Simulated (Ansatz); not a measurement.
Reaction (redistribution): `BC[SiH](O)F` + `[F][InH][F]` → `BC[SiH2]F` + `[OH][In]([F])[F]`

Computed with Ansatz on PBE0-D4/def2-TZVP structures; ΔE is electronic, products minus reactants. CBS: MP2 limit from def2 TZ/QZ plus the TZ coupled-cluster correction, frozen cores. DFT in def2-TZVPP. B3LYP here is the variant with VWN-RPA as its local correlation; programs differ in this. def2 core potentials past Kr. For In outer-core shells are correlated without core-valence functions, which leaves a few kJ/mol of doubt a bond. One conformer a species, not always the lowest.

```
         level  ΔE (kJ/mol)
         B3LYP        114.4
     CAM-B3LYP        120.8
   HF/def2-SVP        117.7
MP2/def2-QZVPP        110.3
```

(1) What does CCSD(T)/CBS give? (Estimate.)

(2) What do rigid-rotor, harmonic-oscillator terms from PBE0-D4/def2-TZVP frequencies (298.15 K, 1 bar) make of the CCSD(T)/CBS value? (Best estimate.)

Largest T1 diagnostic among the species: 0.018.

Answers

(1) Ansatz gave: +110.7 kJ/mol. The listed levels differ from it by 3.7, 10.1, 7.0, -0.4 kJ/mol.

(2) Computed: ΔZPE = +2.2 kJ/mol, ΔH = +113.5 kJ/mol, ΔS = 13 J/(mol·K), ΔG = +109.5 kJ/mol.

From PBE to PBE0 (25 % exact exchange), in def2-TZVPP and without D4, ΔE moves by +8.4 kJ/mol. At CCSD(T), def2-SVP lies −10.2 kJ/mol from the extrapolated value and def2-TZVPP +2.8 kJ/mol. Leaving LDA and LC-ωPBE aside and taking each functional with its dispersion term where it has one, the values, not all of them listed here, spread over 18.4 kJ/mol, from revPBE-D4 to r2SCAN0-D4. LDA lies +21.9 kJ/mol from PBE without D4.
